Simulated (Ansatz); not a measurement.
System: sum formula BHBr (charge 0, doublet). It need not be the lowest isomer of its formula. 
Geometry from a B3LYP-D3(BJ)/def2-TZVP (Ansatz, an electronic-structure program) optimisation:
```
B
H 1 1.1882
Br 1 1.8779 2 123.60
```
Charge 0, spin multiplicity 2.

Computed values are from Ansatz. Correlated levels leave the core frozen unless marked. Open shells are spin-unrestricted. Spin-orbit coupling is left out. The frozen core is the preceding noble-gas configuration, with the filled d and f shells of earlier blocks. Non-relativistic. CBS marks a two-point X^-3 extrapolation of the correlation energy; Hartree-Fock from the larger set (for Q and 5 zeta extrapolated as (X+1)exp(-9√X)).

```json
{
 "atomisation energy De": "721.7 kJ/mol at CCSD(T)/CBS(cc-pVQZ,cc-pV5Z)",
 "total_energy": "-2598.0107 Eh at CCSD(T)/CBS(cc-pVQZ,cc-pV5Z)",
 "dipole_moment": "0.48 D at CCSD(T)/aug-cc-pVDZ",
 "T1 diagnostic": "0.017 at CCSD/cc-pV5Z"
}
```
